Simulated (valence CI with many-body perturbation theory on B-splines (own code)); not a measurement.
Sensitivity of CI+MBPT for Hf⁶⁶⁺

Computed by relativistic CI+MBPT: four valence electrons over a frozen Dirac-Fock core [He], a basis of 6 s, 6 p, 5 d, 3 f, 1 g functions for each j, with the one-electron correlation potential Σ1, the two-electron term Σ2, the three-electron term Σ3, Breit, model QED; selected CI, second order for the rest, scaled by the run's own slope (own B-spline code, finite nucleus).

The last digits are not significant, and no measured levels were compared; by estimate large intervals hold to a few tenths of a per cent, small ones and those within an open d or f shell to about a per cent.

The reference run has the lowest level (2s^2 2p1/2^2) J=0 and an ionisation energy of 17282.9 eV. Its largest variational space holds 8961 state functions.

Levels are named by their leading jj configuration (3d3/2^4 stands for four electrons in 3d with j = 3/2), which in mixed levels can hold well under half, so a name can repeat and another be missing. Letters in brackets count levels of one name in rising energy.

Changed runs:
A. logarithmic knot step 0.27 → 0.2; factor on the speed of light 1 → 10; QED terms on → off
B. lowest core n in screening and Σ2 1 → 3
C. correlating orbitals by l 3 3 3 2 1 → 4 4 3 0 2; cutoff of virtual states (hartree) 10368 → 8160
D. logarithmic knot step 0.27 → 0.8 (bad on purpose)

Excitation energies of the reference run in cm⁻¹, and shifts in cm⁻¹:

```
                     Level  Reference          A      C        D
    (2s^2 2p1/2 2p3/2) J=1   10025400   -9988293   -429     -8.5
    (2s^2 2p1/2 2p3/2) J=2   10172000  -10084658   +345     -5.4
    (2s 2p1/2^2 2p3/2) J=2   12355100              -347     -147
    (2s 2p1/2^2 2p3/2) J=1   13041600  -11100016   +837     -144
        (2s^2 2p3/2^2) J=2   20378900  -19991324   -117      -14
        (2s^2 2p3/2^2) J=0   20867100  -20127103   +257     -8.7
(2s 2p1/2 2p3/2^2) J=2 [a]   22156500  -20216226   -892     -151
    (2s 2p1/2 2p3/2^2) J=3   22511000  -20564008   +159     -148
    (2s 2p1/2 2p3/2^2) J=0   22993800  -20724685   +164     -141
(2s 2p1/2 2p3/2^2) J=1 [a]   23171300  -20900305   +643     -148
(2s 2p1/2 2p3/2^2) J=2 [b]   23247200             +1329     -145
(2s 2p1/2 2p3/2^2) J=1 [b]   23281000  -20464568   +607     -142
    Ionisation energy (eV)    17282.9    -1429.5  -0.22  -0.0068
```

A blank means that the level has no clear partner in that run.

Run B: It gave no result: the setting left no core shell for the response of the core. The program said: "need at least one array to concatenate".
